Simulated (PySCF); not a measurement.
A structure optimised at B3LYP-D3(BJ)/def2-SVP, used in a PySCF frequency run:

```
B
C 1 1.5601
H 2 1.0999 1 114.87
H 2 1.1050 3 109.52 1 -124.81
H 2 1.1074 3 108.67 4 -113.86
Cl 1 1.7724 2 119.79 3 5.39
Si 1 2.0326 2 124.23 3 -175.18
H 7 1.4951 1 110.27 2 -122.72
H 7 1.4956 8 108.23 1 -123.56
H 7 1.4957 8 107.81 9 -116.66
```

**Question.** Write its SMILES and formula.

**Answer.** CB([SiH3])Cl, CH6BClSi

**Question.** What are its rotational constants (standard atomic weights)?

**Answer.** 5.2884, 2.7163, 1.8537 GHz
